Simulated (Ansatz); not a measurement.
A nudged elastic band was laid between two geometries of CH₇AlN₂ (11 atoms, charge 0, multiplicity 1).

Theory: RKS PBE0-D4/STO-3G in Ansatz 0.2.0.

```
movable images  : 9
climbing image  : yes
spring          : 5.0 eV/Å²
optimiser       : quadratic models (default)
start path      : through a guess of the saddle point
force threshold : 0.05 eV/Å
iteration limit : 60
end points      : relaxed
```

First end point:

```xyz
11
Properties=species:S:1:pos:R:3
C -1.211 1.173 -0.187
Al 0.146 -0.144 0.022
N 0.472 -0.867 1.559
N 1.105 -0.677 -1.315
H -1.370 1.440 -1.237
H -0.969 2.101 0.341
H -2.176 0.835 0.204
H 1.208 -1.562 1.755
H -0.012 -0.638 2.439
H 1.014 -0.340 -2.285
H 1.859 -1.379 -1.276
```

Last end point:

```xyz
11
Properties=species:S:1:pos:R:3
C -1.214 1.172 -0.188
Al 0.145 -0.143 0.023
N 0.449 -0.894 1.551
N 1.138 -0.640 -1.303
H -1.530 1.275 -1.230
H -0.882 2.163 0.139
H -2.110 0.936 0.395
H -0.064 -0.699 2.423
H 1.169 -1.607 1.741
H 1.069 -0.280 -2.267
H 1.895 -1.339 -1.263
```

What changes between the two ends?

No bond is made or broken. The dihedral N4–Al2–N3–H9 goes from 179 to 0°.

What energy profile does the band end with?

The forces met the threshold. The highest image is number 3 of 0 to 10, 32.7 kJ/mol above the ends, which have the same energy within 2 meV. Beside the main top the profile has a ripple of under 15 meV (maxima at images 3, 9), which may be a very shallow well or noise. A vibrational analysis at the climbing image gives one clearly imaginary mode, 269i cm⁻¹: a first-order saddle point. Limits of this set-up: minimal basis.

| image | path coordinate (Å) | energy (kJ/mol) | dihedral N4–Al2–N3–H9 (°) |
| --- | --- | --- | --- |
| 0 | 0.00 | 0.0 | 179 |
| 1 | 0.68 | 7.7 | -172 |
| 2 | 1.36 | 25.1 | -154 |
| 3 | 2.05 | 32.7 | -125 |
| 4 | 2.42 | 30.4 | -107 |
| 5 | 2.80 | 23.8 | -86 |
| 6 | 3.18 | 14.4 | -62 |
| 7 | 3.55 | 5.0 | -33 |
| 8 | 3.93 | 0.2 | -6 |
| 9 | 4.30 | 1.0 | 12 |
| 10 | 4.68 | 0.0 | 0 |

What is the geometry of the highest image?


```xyz
11
Properties=species:S:1:pos:R:3
C -1.106 1.160 -0.138
Al 0.204 -0.218 0.022
N 0.644 -1.084 1.544
N 1.061 -0.692 -1.390
H -1.398 1.333 -1.178
H -0.739 2.117 0.250
H -2.021 0.932 0.418
H 0.911 -0.381 2.279
H -0.221 -1.502 1.970
H 0.934 -0.304 -2.338
H 1.794 -1.418 -1.420
```

Run time: 5.8 min on 1 thread of Intel(R) Xeon(R) Processor @ 2.70GHz, with other jobs on the host, peak memory 0.11 GiB.
